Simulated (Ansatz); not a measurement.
Start from `F[Si](F)(F)Br` and change one atom or group to get `F[Si](F)(Br)Br`.

Ansatz, PBE0-D4/def2-TZVP geometries, multiplicity 1. 

Scalar relativity is left out up to krypton.

```csv
property,`F[Si](F)(F)Br`
HOMO energy (PBE/def2-TZVPP) / eV,-8.21
HOMO–LUMO gap (PBE0/def2-TZVPP) / eV,9.57
HOMO energy (B3LYP/def2-TZVPP) / eV,-9.30
HOMO–LUMO gap (B3LYP/def2-TZVPP) / eV,8.95
size of the dipole moment (ωB97M-V/def2-TZVPP) / D,0.76
HOMO energy (ωB97M-V/def2-TZVPP) / eV,-11.84
```

What does the change do to each property? (Best estimate.)

Ansatz gave: 
| property | `F[Si](F)(Br)Br` | shift |
| --- | --- | --- |
| HOMO energy (PBE/def2-TZVPP) / eV | -7.75 | 0.46 |
| HOMO–LUMO gap (PBE0/def2-TZVPP) / eV | 8.38 | -1.19 |
| HOMO energy (B3LYP/def2-TZVPP) / eV | -8.79 | 0.51 |
| HOMO–LUMO gap (B3LYP/def2-TZVPP) / eV | 7.83 | -1.12 |
| size of the dipole moment (ωB97M-V/def2-TZVPP) / D | 0.78 | 0.02 |
| HOMO energy (ωB97M-V/def2-TZVPP) / eV | -11.26 | 0.58 |

With PBE0 the HOMO rises by 0.53 eV and the LUMO falls by 0.66 eV, so the gap narrows by about 1.19 eV. PBE moves the HOMO by 0.46 eV and ωB97M-V by 0.58 eV. Dipoles are sizes alone; their direction can turn.

B3LYP here is the variant with VWN-RPA as its local correlation; programs differ in this.

Spin–orbit coupling is left out; it splits and shifts lone-pair levels of the heavy atoms by tenths of an eV.
